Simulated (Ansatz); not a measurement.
One change: `CC[SiH](O)F` becomes `BC[SiH](O)F`.

Ansatz, PBE0-D4/def2-TZVP geometries, multiplicity 1. Each molecule was computed in one conformer, which needn't be the lowest.

| property | `CC[SiH](O)F` |
| --- | --- |
| size of the dipole moment (PBE/def2-TZVPP) / D | 2.12 |
| HOMO energy (PBE0/def2-TZVPP) / eV | -8.43 |
| HOMO–LUMO gap (ωB97M-V/def2-TZVPP) / eV | 12.75 |
| HOMO–LUMO gap (B3LYP/def2-TZVPP) / eV | 8.51 |
| LUMO energy (B3LYP/def2-TZVPP) / eV | 0.27 |
| HOMO energy (ωB97M-V/def2-TZVPP) / eV | -10.69 |

Q: Give the same properties after the change, and the shifts. (Best estimate.)

A: The calculation gave: 
| property | `BC[SiH](O)F` | shift |
| --- | --- | --- |
| size of the dipole moment (PBE/def2-TZVPP) / D | 1.39 | -0.73 |
| HOMO energy (PBE0/def2-TZVPP) / eV | -9.00 | -0.57 |
| HOMO–LUMO gap (ωB97M-V/def2-TZVPP) / eV | 11.68 | -1.07 |
| HOMO–LUMO gap (B3LYP/def2-TZVPP) / eV | 7.06 | -1.45 |
| LUMO energy (B3LYP/def2-TZVPP) / eV | -1.71 | -1.98 |
| HOMO energy (ωB97M-V/def2-TZVPP) / eV | -11.24 | -0.55 |

With PBE0 the HOMO falls by 0.57 eV and the LUMO falls by 2.13 eV, so the gap narrows by about 1.56 eV. PBE moves the HOMO by -0.60 eV and ωB97M-V by -0.55 eV. The zero-point energy changes by -46.3 kJ/mol with -3 modes. Dipoles are sizes alone; their direction can turn.

B3LYP here is the variant with VWN-RPA as its local correlation; programs differ in this.
